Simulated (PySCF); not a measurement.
C2H4F2Si2, SMILES C#C[Si@H](F)[SiH2]F. Atoms are numbered in the order given.

```xyz
10

C      2.7981     0.9253     0.2819
C      1.8341     0.1828     0.3268
Si     0.3277    -0.8470     0.4048
F      0.3153    -1.8832    -0.8564
Si    -1.5700     0.5327     0.2823
F     -1.4167     1.5188    -1.0102
H      3.6534     1.5759     0.2400
H      0.3407    -1.6551     1.6540
H     -2.8202    -0.2614     0.1229
H     -1.6624     1.3728     1.5102
```

The structure is a stationary point at B3LYP-D3(BJ)/def2-SVP. The structure was generated by enumeration; whether it is a known compound was not checked. One conformer was computed; it need not be the lowest.

Level of theory: PBE0/pcSseg-1 (PySCF).

GIAO shieldings, no solvent; atoms listed in one row are averaged. δ = σ(ref) − σ: ¹³C against TMS (σ = 186.3 ppm); ²⁹Si against TMS (σ = 352.7 ppm); ¹⁹F against CFCl3 (σ = 167.2 ppm); ¹H against TMS (σ = 31.56 ppm), references at their B3LYP-D3(BJ)/def2-TZVP geometries, non-relativistic.

```json
[
 {"nucleus": "¹³C", "atoms": "C1", "count": "1", "δ (ppm)": "113.1"},
 {"nucleus": "¹³C", "atoms": "C2", "count": "1", "δ (ppm)": "85.8"},
 {"nucleus": "²⁹Si", "atoms": "Si5", "count": "1", "δ (ppm)": "3.0"},
 {"nucleus": "²⁹Si", "atoms": "Si3", "count": "1", "δ (ppm)": "-13.4"},
 {"nucleus": "¹⁹F", "atoms": "F4", "count": "1", "δ (ppm)": "-229.8"},
 {"nucleus": "¹⁹F", "atoms": "F6", "count": "1", "δ (ppm)": "-270.2"},
 {"nucleus": "¹H", "atoms": "H9", "count": "1", "δ (ppm)": "5.82"},
 {"nucleus": "¹H", "atoms": "H10", "count": "1", "δ (ppm)": "5.58"},
 {"nucleus": "¹H", "atoms": "H8", "count": "1", "δ (ppm)": "5.53"},
 {"nucleus": "¹H", "atoms": "H7", "count": "1", "δ (ppm)": "3.20"}
]
```
